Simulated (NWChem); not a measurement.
System: ZrF6 (charge -2); SMILES [Zr-2]([F])([F])([F])([F])([F])[F]

Here is an NWChem input.

```
start job
memory heap 200 mb stack 900 mb global 1100 mb
charge -2
geometry units angstroms noautoz
  Zr     0.000000     0.000000     0.000000
  F      0.360446     1.223481     1.603867
  F     -0.360446    -1.223481    -1.603867
  F     -1.101346    -1.245651     1.197758
  F     -1.690087     1.072714    -0.438492
  F      1.690087    -1.072714     0.438492
  F      1.101346     1.245651    -1.197758
end
basis spherical
  Zr library def2-svpd
  F library def2-svpd
end
ecp
  Zr library def2-ecp
end
dft
  xc hfexch
  iterations 150
  semidirect filesize 400000000
  mulliken
end
task dft energy
```

Structure relaxed at the B3LYP/def2-SVPD level. No frequency run checked for a minimum. def2 effective core potentials on Zr; no spin-orbit coupling.

What results follow from this input? (Hartree-Fock/def2-SVPD with def2 effective core potentials on Zr.) Quantities: energy (Ha); highest occupied level (eV); orbital gap (eV).

The energy (Ha) is -643.15, the highest occupied level (eV) is -6.19 and the orbital gap (eV) is 14.85.
